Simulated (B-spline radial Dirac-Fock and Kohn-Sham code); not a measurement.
The computed values come from a radial atomic solver: Dirac-Fock ΔSCF + Breit + QED. No correlation.

**Question.** Identify the element and charge state from the binding energies below (tabulated ground configuration; the least bound level is included).

```tsv
level	binding energy (eV)
1s	47343.6
2s	10632.2
2p1/2	10278.5
2p3/2	9742.3
```

**Answer.** Nd⁵⁰⁺: Z = 60 with 10 electrons, [He] 2s2 2p6. The hydrogen-like estimate √(E/Ry) = 59.0 for the K level lies 1.0 below Z (screening lowers it, relativity raises it); the outermost level, at 9742.3 eV, fixes the charge.

**Question.** An atom or ion in its tabulated ground configuration has these computed binding energies (the last is its least bound level). Which is it?

| level | binding energy (eV) |
| --- | --- |
| L2 | 11763.1 |
| M4 | 2088.9 |
| M5 | 2026.4 |
| N3 | 641.8 |
| N4 | 471.0 |
| N6,7 | 241.3 |
| O2,3 | 223.9 |

**Answer.** W¹¹⁺: Z = 74 with 63 electrons, [Kr] 4d10 4f13 5s2 5p2.
